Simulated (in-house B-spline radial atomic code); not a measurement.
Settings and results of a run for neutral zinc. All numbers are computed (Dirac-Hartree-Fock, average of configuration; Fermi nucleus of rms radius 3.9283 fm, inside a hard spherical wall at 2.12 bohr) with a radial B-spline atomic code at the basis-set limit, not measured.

Command:
```bash
python run_scf.py task.json out
```
Settings (nuclear radius in fm, mass in u):
```
Z                30
configuration    [Ar] 3d10 4s1 4f1
hamiltonian      dirac
method           hf
spin_polarised   False
nucleus          fermi
rms_radius       3.9283
atomic_mass      63.92914
speed_of_light   137.035999084
wall_radius      2.12
```

Output (hartree, bohr):
```
 radial grid: 59 intervals, B-splines of order 8, outer radius 2.12 bohr

 iter        energy (Eh)    residual
    1      -1786.9306141    4.27e-01
    2      -1787.4668828    3.21e-02
    3      -1787.4721604    1.56e-02
    4      -1787.4728775    7.23e-03
    5      -1787.4730673    6.64e-04
    6      -1787.4730693    7.71e-05
    7      -1787.4730693    4.12e-05
    8      -1787.4730693    2.97e-06
    9      -1787.4730693    7.97e-08

 total energy                    -1787.473069
 kinetic                           1843.48287
 electron-nucleus                 -4371.87123
 electron-electron                  740.91529

 first-order corrections (not in the total)
   Gaunt                            0.83948
   retardation                     -0.07687
   frequency dependence            -0.00267
   self-energy                      0.56116
   Uehling                         -0.05158
   Wichmann-Kroll                   0.00041

 orbital      occ     eigenvalue          <r>       <r^2>       <1/r>       r_max    small
 1s1/2      2.000     -356.51392    0.0502799   0.0034016     30.2324     0.03292  1.17e-02
 2s1/2      2.000      -44.12404     0.225006   0.0597972     6.65176      0.1888  2.26e-03
 2p1/2      2.000      -38.50849      0.19586     0.04713     6.57459      0.1504  2.22e-03
 2p3/2      4.000      -37.62030      0.19921   0.0486284     6.42017      0.1531  2.18e-03
 3s1/2      2.000       -4.75249      0.68858    0.547213     2.05863      0.5914  4.78e-04
 3p1/2      2.000       -2.91363     0.716298    0.601575     1.91752      0.5949  4.27e-04
 3p3/2      4.000       -2.79799     0.725993    0.617359     1.88304       0.603  4.18e-04
 3d3/2      4.000        0.27450     0.798797     0.76821     1.58378       0.584  3.13e-04
 3d5/2      6.000        0.28921     0.802258    0.774184     1.57537      0.5873  3.10e-04
 4s1/2      1.000        1.80901      1.30089     1.86369     1.07579       1.429  2.49e-04
 4f5/2      0.429        4.09893      1.36049      1.9451    0.783534       1.426  1.52e-04
 4f7/2      0.571        4.09776      1.36059     1.94532    0.783436       1.426  1.52e-04
```

Cost of the run: 0.58 s on 1 thread of Arm Neoverse V2 (shared host).

For the Dirac Hamiltonian the kinetic term is c α·p + (β - 1)c².
